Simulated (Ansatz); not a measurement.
Several settings on one geometry of SbMe2H (C₂H₇Sb) (that of the charge 0 singlet, r2SCAN-D4/def2-SVP). Ansatz on 4 threads of Arm Neoverse V1 on a shared host; times are rough.

```
atom   x (Å)   y (Å)   z (Å)
 Sb1  -0.354  -0.613   1.135
  C2   1.499  -0.604  -0.022
  H3   2.094   0.275   0.264
  H4   1.281  -0.565  -1.099
  H5   2.080  -1.510   0.201
  C6  -1.267   1.003  -0.017
  H7  -2.343   1.054   0.203
  H8  -1.121   0.840  -1.094
  H9  -0.803   1.956   0.276
 H10  -1.067  -1.836   0.152
```

Totals from different functionals, basis sets or treatments of relativity can't be compared as stabilities.

In the def2 sets Sb takes a core potential; there is no spin–orbit coupling. Correlated methods freeze 6 core orbitals; core or outer-core shells of Sb are correlated, in sets that lack core-valence functions.

The spins typed aren't always the lowest for that charge.

(1) Give the basis size and estimate the energy, ⟨S²⟩ and time of these runs.

```
run                           method  charge    state                                               further keys
  1  UKS revPBE-D3(BJ)-ATM/def2-SVPD      -1  doublet                                               forces asked
  2               RHF, rpa/def2-SVPD       0  singlet                scf: {omitted_lower_state_checks: [starts]}
  3        RKS LDA (SPW92)/def2-SVPD       0  singlet  scf: {omitted_lower_state_checks: [starts]}; forces asked
```

Results:

(1) 
```
run  functions  energy (Eh)  ⟨S²⟩  wall time
  1        128    -320.5929  0.75      8.5 s
  2        128    -319.5320     –      1.6 s
  3        128    -319.4408     –      0.8 s
```
